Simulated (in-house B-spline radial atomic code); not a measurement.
Radial electron density of neutral lutetium, [Xe] 4f14 5d1 6s2. Method: scalar-relativistic (X2C) PBE0, spin-polarised, spherical fractional occupations, exact exchange averaged over the configuration, Fermi nucleus of rms radius 5.37 fm. Calculated with a radial B-spline atomic code at the basis-set limit.

One-electron X2C: radii and densities carry no picture-change correction, so inner-shell <1/r> comes out high (for 1s by about 2 % at Z = 33, 5 % at 54, 10 % at 75, 30 % at 118) and <r> low.

Columns: r (bohr), 4πr²n(r) (electrons per bohr), bar.

```
0.000445    3.302 #
0.000559     4.57 ##
0.000703    6.308 ##
0.000883    8.649 ###
 0.00111     11.8 ####
  0.0014    16.05 ######
 0.00175    21.37 #######
  0.0022    28.33 ##########
 0.00277    37.05 #############
 0.00348    47.41 ################
 0.00438    59.33 ####################
  0.0055    71.85 #########################
 0.00691    83.85 #############################
 0.00869    93.48 ################################
  0.0109    98.61 ##################################
  0.0137     98.1 ##################################
  0.0173    92.52 ################################
  0.0217    86.16 ##############################
  0.0273     85.3 #############################
  0.0342     94.9 #################################
   0.043      113 #######################################
  0.0541    127.7 ############################################
   0.068    125.5 ###########################################
  0.0855    108.4 #####################################
   0.107    97.91 ##################################
   0.135    107.6 #####################################
    0.17    116.6 ########################################
   0.213    97.14 #################################
   0.268    64.84 ######################
   0.337    57.62 ####################
   0.423    67.47 #######################
   0.532     61.3 #####################
   0.669    39.83 ##############
   0.841    23.32 ########
    1.06    15.62 #####
    1.33     10.5 ####
    1.67    5.718 ##
     2.1    2.619 #
    2.64    1.384 
    3.31   0.9609 
    4.16   0.6184 
    5.23   0.2874 
    6.58  0.08885 
    8.27  0.01759 
    10.4 0.002037 
    13.1 0.0001299
```

On this grid the curve has 4 maxima, near 0.0109, 0.0541, 0.17, 0.423 bohr.

The 5d up radial function P(r) = rR(r), positive near the nucleus:

```
r (bohr)          P
 0.00869  0.0009968
  0.0137   0.003236
  0.0217    0.01008
  0.0342    0.02827
  0.0541    0.06862
  0.0855     0.1287
   0.135     0.1504
   0.213    0.02507
   0.337    -0.1972
   0.532     -0.177
   0.841     0.1829
    1.33     0.5282
     2.1     0.5964
    3.31     0.4541
    5.23     0.2346
    8.27    0.06851
    13.1   0.008359
```
